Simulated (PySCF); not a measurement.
B3LYP has the VWN-RPA correlation part, as in Gaussian. 

Cartesian coordinates (Å):
```xyz
5

Zr     0.0034    -0.0028    -0.0059
F      1.8756    -0.0982     0.1920
H     -0.4601     1.7861    -0.2132
H     -0.4604    -0.9901    -1.5116
H     -0.7726    -0.7182     1.5251
```
Charge 0, spin multiplicity 1.

Estimate the total energy, charge on the central atom (Mulliken), HOMO–LUMO gap, HOMO, dipole moment and LUMO that B3LYP-D3(BJ)/def2-TZVP // BP86-D3(BJ)/def2-SVP (PySCF) returns for this input.


The total energy comes out as -148.7930 Ha. The charge on the central atom (Mulliken) is 0.99 e, the HOMO–LUMO gap is 5.76 eV and the HOMO is -8.42 eV. The dipole moment comes out as 0.76 D and the LUMO is -2.67 eV.
